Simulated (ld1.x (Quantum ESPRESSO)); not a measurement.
**PBE TM dataset for manganese (Mn), scalar-relativistic all-electron reference.**

ld1.x (Quantum ESPRESSO) 7.5 input, shortened:

```
&input
   title='Mn', zed=25., rel=1, dft='PBE', iswitch=3,
   config='[Ar] 3d5 4s2 4p0'
 /
 &inputp
   pseudotype=2, tm=.true., lloc=1,
   nlcc=.true., rcore=1.55
 /
3
4S  1  0   2.00   0.00  1.70  1.70  0.0
3D  3  2   5.00   0.00  1.50  1.50  0.0
4P  2  1   0.00   0.00  3.05  3.05  0.0
 &test
   configts(1)='3d5 4s2 4p0'
 /
```

All-electron outer shells of the reference configuration (PBE, scalar-relativistic, ld1.x):

```csv
shell,level (eV),outermost node (bohr),outermost maximum (bohr)
3s,-85.88,0.34,0.74
3p,-54.59,0.31,0.75
3d,-6.77,–,0.76
4s,-5.11,1.05,2.51
4p,-1.37,1.16,3.43
```

Results:

```
Cutoffs needed           : 100 Ry and 160 Ry (the cutoffs (Ry, on a coarse ladder) from which the occupation-weighted sum of valence levels, in a spherical-Bessel basis at the reference potential, stays within 10 and 1 mRy of its value at 400 Ry)
Ghost test               : ghost state, extra bound levels that the all-electron valence spectrum of the same l lacks: s at -14.6 eV; a true bound ghost makes a file unfit for plane-wave use (spherical-Bessel basis up to 400 Ry, 20 bohr box)
Largest excitation error : -2280 meV (all-electron minus pseudo) for 3d3 4s0 4p0, out of 7 test configurations
```

Generation and tests took about 2.9 s on one core of a shared server CPU.
